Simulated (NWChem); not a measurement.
System: InCl, singlet; SMILES [Cl][In]

Results from NWChem. Low-valent species are run as closed-shell singlets; no triplet was tried in these runs. All runs use the structure optimised with PBE0-D3(BJ)/def2-TZVP. def2 effective core potentials on In; no spin-orbit coupling. Vertical excitations in the gas phase; the lowest state need not have the same character in each row.

| level | basis functions | lowest excitation, singlet (eV) | orbital gap (eV) | relative time |
|---|---|---|---|---|
| PBE/def2-SVP, TDA | 44 | 4.41 | 3.84 | 1 |
| PBE/def2-SVPD, TDA | 59 | 4.52 | 3.93 | 2 |
| PBE/def2-TZVP, TDA | 87 | 4.38 | 3.87 | 4 |
| PBE/def2-TZVPD, TDA | 102 | 4.39 | 3.88 | 7 |

Times are rough ratios from one shared machine.
